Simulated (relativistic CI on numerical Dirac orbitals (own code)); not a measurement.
Calculated at this level of theory: Dirac equation for one electron, model QED (radiative potential, 1s self-energy scaled to tabulated hydrogen-like ionisation energies) (own radial code, finite nucleus).

Configurations in the expansion: 1s, 2s, 2p, 3s, 3p, 3d, 4s, 4p, 4d, 4f, 5s, 5p, 5d, 5f, 5g, 6s, 6p, 6d. Levels of other configurations are missing.

Outline of the computed level scheme of Ag XLVII. Lowest level of each configuration: 1s ²S1/2 at 0.0 eV; 2p ²P°1/2 at 23157.5 eV; 2s ²S1/2 at 23161.9 eV; 3p ²P°1/2 at 27522.2 eV; 3s ²S1/2 at 27523.5 eV; 3d ²D3/2 at 27593.1 eV; 4p ²P°1/2 at 29040.0 eV; 4s ²S1/2 at 29040.5 eV; 4d ²D3/2 at 29069.8 eV.

Some strong electric-dipole decays among the lowest 14 levels: 2p ²P°1/2 → 1s ²S1/2 (3.1e+15 s⁻¹); 2p ²P°3/2 → 1s ²S1/2 (3.0e+15 s⁻¹); 3p ²P°3/2 → 1s ²S1/2 (8.1e+14 s⁻¹); 3p ²P°1/2 → 1s ²S1/2 (8.0e+14 s⁻¹); 4p ²P°3/2 → 1s ²S1/2 (3.3e+14 s⁻¹); 4p ²P°1/2 → 1s ²S1/2 (3.2e+14 s⁻¹); 3d ²D5/2 → 2p ²P°3/2 (3.1e+14 s⁻¹); 3d ²D3/2 → 2p ²P°1/2 (2.8e+14 s⁻¹).
